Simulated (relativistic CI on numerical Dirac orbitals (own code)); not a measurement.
**Hg¹¹⁺: q coefficients and field-shift factors**

Calculated at this level of theory: Dirac-Coulomb-Breit CI, KLI orbitals optimised for each configuration, derivatives by finite differences, unscaled Slater integrals, QED left out (own radial code, finite nucleus).

Configuration list (outside the closed core [Kr] 4d10 4f14): 5s2 5p6 5d, 5s2 5p6 6s, 5s2 5p6 5f, 5s2 5p5 5d2, 5s2 5p6 6p, 5s 5p6 5d2, 5s2 5p5 5d 5f. Double excitations out of closed p, d and f shells are left out; levels of such configurations are missing from the list, as are those of other unlisted configurations, and high levels can miss mixing partners.

With x = (α/α₀)² − 1 an excitation energy changes as ω = ω₀ + qx; K = 2q/ω₀ is the relative enhancement. Terms are leading LS components, so labels can repeat. The field-shift factor is F = δν/δ⟨r²⟩ for the transition from the lowest level.

Lowest level 5s2 5p6 5d 2D_3/2.

| Level | ω₀ (cm⁻¹) | q (cm⁻¹) | K | F (GHz/fm²) |
| --- | --- | --- | --- | --- |
| 5s2 5p6 5d 2D_5/2 | 24852 | 24100 | 1.94 | 1.87 |
| 5s2 5p6 6s 2S_1/2 | 341917 | -100000 | -0.585 | 234 |
| 5s2 5p5 5d2 4D°_1/2 | 464945 | -11490 | -0.0494 | 19.6 |
| 5s2 5p6 6p 2P°_1/2 | 466148 | -50430 | -0.216 | 33.4 |
| 5s2 5p5 5d2 4D°_3/2 | 467934 | 18150 | 0.0776 | 13 |
| 5s2 5p5 5d2 4F°_5/2 | 478241 | 21920 | 0.0917 | 13.6 |
| 5s2 5p5 5d2 4G°_7/2 | 487665 | 19210 | 0.0788 | 13.5 |
| 5s2 5p5 5d2 2F°_5/2 | 489219 | 32160 | 0.131 | 14.5 |
| 5s2 5p5 5d2 4D°_7/2 | 496858 | 39480 | 0.159 | 14.4 |
| 5s2 5p5 5d2 4G°_9/2 | 499459 | 38250 | 0.153 | 15 |
| 5s2 5p5 5d2 4P°_3/2 | 504557 | 28110 | 0.111 | 13.7 |
| 5s2 5p5 5d2 4P°_5/2 | 505712 | 39890 | 0.158 | 15.1 |
| 5s2 5p5 5d2 2D°_3/2 | 506261 | 34840 | 0.138 | 13.9 |
| 5s2 5p5 5d2 4G°_11/2 | 507876 | 45800 | 0.18 | 15.8 |
| 5s2 5p5 5d2 2G°_7/2 | 515904 | 36740 | 0.142 | 15.2 |
| 5s2 5p6 6p 2P°_3/2 | 518512 | -15550 | -0.06 | 26.9 |
| 5s2 5p5 5d2 4P°_1/2 | 520841 | 41610 | 0.16 | 14.4 |
| 5s2 5p6 5f 2F°_5/2 | 524746 | 34990 | 0.133 | 16.3 |
| 5s2 5p5 5d2 2F°_7/2 | 526189 | 43360 | 0.165 | 16.6 |
| 5s2 5p5 5d2 2D°_5/2 | 530844 | 50300 | 0.19 | 16.9 |
| 5s2 5p5 5d2 4F°_9/2 | 531199 | 50510 | 0.19 | 16.1 |
| 5s2 5p5 5d2 4D°_7/2 | 532362 | 42840 | 0.161 | 16.4 |
| 5s2 5p5 5d2 2H°_11/2 | 533151 | 52350 | 0.196 | 16.6 |

At this charge transitions that keep the count of f electrons are usually good to a few per cent. Terms inside the open d or f shell come out 10 to 20 % too wide with unscaled integrals. Levels and lines within the n = 5 or 6 shells can be off by up to 10 % or somewhat more, and those that change n by about 2 %, since core polarisation is missing. Levels that differ in their count of f electrons can be misplaced by several ten thousand cm⁻¹, since the correlation energy of f electrons is missing or only estimated; rates across such gaps can be off by orders of magnitude.
